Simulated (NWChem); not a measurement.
Molecule: RbF; SMILES [F][Rb]

```xyz
2

Rb     0.0000     0.0000    -0.4892
F      0.0000     0.0000     1.8285
```
Atoms are numbered in this order, from 1.

Results from NWChem. Geometry: optimised at PBE-D3(BJ)/def2-SVP. def2 effective core potentials on Rb; no spin-orbit coupling. Vertical excitations in the gas phase; the lowest state need not have the same character in each row.

```
level                basis functions  lowest excitation, singlet (eV)  lowest state with f > 0.02, singlet (eV)  orbital gap (eV)
-------------------  ---------------  -------------------------------  ----------------------------------------  ----------------
PBE/def2-SVP, TDA                 38                             2.32                                      2.56              2.32
PBE/def2-SVPD, TDA                50                             3.05                                      3.12              2.99
PBE/def2-TZVP, TDA                64                                ?                                         ?                 ?
PBE/def2-TZVPD, TDA               73                             3.02                                      3.11              2.96
```

Problem. What belongs in the gaps?

Solution. 
- PBE/def2-TZVP, TDA, lowest excitation, singlet (eV): 2.82
- PBE/def2-TZVP, TDA, lowest state with f > 0.02, singlet (eV): 2.94
- PBE/def2-TZVP, TDA, orbital gap (eV): 2.76
